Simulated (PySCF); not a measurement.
# Nuclear quadrupole coupling in 1-isocyanato-1-silacyclopent-3-ene

Species: 1-isocyanato-1-silacyclopent-3-ene, C₅H₇NOSi.
Cartesian coordinates in Å at the PBE0-D3(BJ)/def2-SVP level; atoms count from 1:
```
atom  x, y, z in Å
O1     4.2629   -0.2788   -0.1859
C2     3.1460   -0.0413    0.0654
N3     2.0040    0.2010    0.3248
Si4    0.3368    0.5323    0.6382
C5    -0.4668    1.4238   -0.8211
C6    -1.3144    0.3338   -1.4257
C7    -1.4263   -0.8408   -0.7868
C8    -0.7007   -1.0425    0.5187
H9     0.2713    1.2485    1.9430
H10   -1.0806    2.2853   -0.5031
H11    0.2744    1.8217   -1.5346
H12   -1.8355    0.5105   -2.3730
H13   -2.0414   -1.6482   -1.1989
H14   -1.4054   -1.1504    1.3625
H15   -0.0821   -1.9559    0.5167
```

Field gradients from the PBE0/pcSseg-1 density (PySCF, non-relativistic), principal values in atomic units, ordered |Vxx| ≤ |Vyy| ≤ |Vzz|:

```
atom      Vxx      Vyy     Vzz
  O1  -0.3580  -0.3690  0.7270
  N3  -0.2284  -0.2399  0.4683
```

**Question.** Find the asymmetry η = (Vxx − Vyy)/Vzz and the couplings χ = eQV/h (234.96 MHz × Q in barn × V in au), with Q(17O) = −0.0256 b, Q(14N) = 0.02044 b.

**Answer.** 
| atom | environment | nucleus | η | χzz (MHz) | χxx (MHz) | χyy (MHz) |
| --- | --- | --- | --- | --- | --- | --- |
| O1 | oxygen bonded to C | 17O | 0.02 | -4.373 | 2.153 | 2.220 |
| N3 | isocyanate nitrogen | 14N | 0.02 | 2.249 | -1.097 | -1.152 |

The gradient is axial or nearly so (η below 0.05) at O1 and N3. 

**Question.** What is Vzz at N3 in SI units (1 au = 9.71736 × 10²¹ V/m²)?

**Answer.** 0.4683 au = 4.550 × 10²¹ V/m².

Were the hydrogens deuterons (Q(2H) = 0.00286 b), χzz would run from 94 kHz (H9) to 203 kHz (H13 and H12).

One conformer (not necessarily the lowest) at the PBE0-D3(BJ)/def2-SVP geometry, without solvent, vibrations or thermal averaging. A larger basis could move these couplings by a tenth or more.
